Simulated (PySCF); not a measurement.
A GIAO shielding run with PySCF 2.14.0 with density-fitted response routines (density fitting, non-relativistic, gas phase) on SMILES C=C1C[C@H](C(=O)O[SiH2]C)S1, C6H10O2SSi:

```
$ OMP_NUM_THREADS=1 python probes_run.py task.json out

{"job": {"kind": "nmr", "xc": "PBE0", "basis": "pcSseg-1"}, "charge": 0, "multiplicity": 1}
C      4.127602     0.385692     0.922382
C      2.932624    -0.005746     0.528427
C      2.312964    -0.240953    -0.816069
C      0.953335    -0.685472    -0.272163
C     -0.195055     0.243950    -0.563885
O     -0.074120     1.323586    -1.079810
O     -1.351601    -0.242003    -0.161126
Si    -2.759476     0.658433    -0.261713
C     -4.013795    -0.530888     0.501658
S      1.500043    -0.447290     1.477295
H      4.895491     0.612841     0.202987
H      4.373678     0.493445     1.963008
H      2.822491    -1.001905    -1.407843
H      2.226133     0.672896    -1.408299
H      0.667992    -1.722288    -0.448809
H     -2.575165     1.880610     0.514633
H     -3.013593     0.934690    -1.673565
H     -4.999477    -0.079442     0.504418
H     -4.077292    -1.462820    -0.052878
H     -3.757926    -0.776658     1.528317
```

Hardware: 1 thread of an Arm Neoverse V1, shared host. The job also computes population analyses, field gradients, ring-centre shieldings.

Question: How large is the calculation?

Answer: 92 electrons, 234 basis functions and 1258 auxiliary functions.

Question: How long does it take, and how much memory does it need?

Answer: 60 s of wall time, with 14 SCF cycles and 5 response iterations; peak memory 1.1 GiB. Times on a shared host scatter by some tens of per cent.
